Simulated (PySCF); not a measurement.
Where the electron goes

Species: C₂H₁₁NSi₃.
Geometry (GFN2-xTB, Å), atoms numbered from 1 in this order:
```
atom  x, y, z in Å
C1     2.534   -0.407   -0.705
N2     1.225   -0.071   -0.218
Si3    0.124    1.159   -0.780
C4    -1.012    0.534    0.633
Si5   -2.696   -0.173    0.168
Si6    0.364   -0.690    1.164
H7     3.295    0.283   -0.323
H8     2.556   -0.362   -1.796
H9     2.801   -1.416   -0.391
H10   -0.290    0.930   -2.166
H11    0.632    2.529   -0.643
H12   -1.174    1.304    1.387
H13   -3.307   -0.819    1.338
H14   -3.586    0.909   -0.273
H15   -2.591   -1.161   -0.908
H16    1.015   -0.409    2.450
H17    0.104   -2.128    1.055
```

Level of theory: PySCF, TDDFT PBE0/def2-SVPD, vertical, gas phase, core orbitals frozen in the response.

Frontier orbitals with the atoms that hold most of them (Löwdin shares over 4%, at most four atoms; ? is withheld):

| orbital | ε (eV) | atoms |
| --- | --- | --- |
| LUMO+2 | 0.89 | Si5 34%, H13 9%, H14 9%, H15 8% |
| LUMO+1 | 0.42 | Si6 19%, Si3 18%, Si5 13%, C4 6% |
| LUMO | -0.61 | ? |
| HOMO | ? | ? |
| HOMO-1 | -8.23 | C4 34%, Si6 13%, Si3 13%, Si5 11% |
| HOMO-2 | -8.52 | C4 35%, Si5 19%, N2 9%, Si3 7% |
| HOMO-3 | -9.08 | N2 34%, C1 14%, Si3 11%, Si6 10% |

Task: Give the leading atoms of the HOMO.

Result: N2 (bonded to C and 2 Si) 52%; C1 (bonded to N and 3 H) 10%; Si6 (bonded to C, N and 2 H) 8%; Si3 (bonded to C, N and 2 H) 8%. By element: nitrogen 52%, silicon 16% or more, carbon 10% or more.

Task: Give the leading atoms of the LUMO.

Result: Si6 (bonded to C, N and 2 H) 19%; Si3 (bonded to C, N and 2 H) 18%; C4 (bonded to 3 Si and H) 11%; H17 (bonded to Si) 6%. By element: silicon 37% or more, carbon 11% or more, hydrogen 6% or more.

Task: What is the HOMO energy, and the HOMO–LUMO gap?

Result: ε(HOMO) = -6.78 eV; the gap is 6.17 eV (0.2266 hartree).

Task: The HOMO–LUMO gap is 6.17 eV. Where does the response calculation put the lowest singlet, and from which orbitals?

Result: S1 is at 4.86 eV (f = 0.0003), 1.31 eV below the gap, made of HOMO→LUMO (98%). Without the coupling terms of the response equations the lowest excitation would equal the gap.

Task: Give energy, strength and leading configuration of S1, S2, S3 and S5, and follow the Löwdin shares of the leading atoms from the occupied to the empty orbital.

Result: 
- S1 (4.86 eV, f 0.0003), HOMO→LUMO (98%): N2 52% → at most 7%, C1 10% → at most 7%, Si6 8% → 19%, Si3 8% → 18%
- S2 (6.02 eV, f 0.014), HOMO→LUMO+1 (95%): N2 52% → at most 7%, C1 10% → at most 7%, Si6 8% → 19%, Si3 8% → 18%
- S3 (6.36 eV, f 0.030), HOMO-1→LUMO (96%): C4 34% → 11%, Si6 13% → 19%, Si3 13% → 18%
- S5 (6.71 eV, f 0.019), HOMO-2→LUMO (74%): C4 35% → 11%, Si5 19% → at most 7%, Si6 at most 8% → 19%, Si3 7% → 18%

Löwdin shares depend on the basis, the more so with diffuse functions.
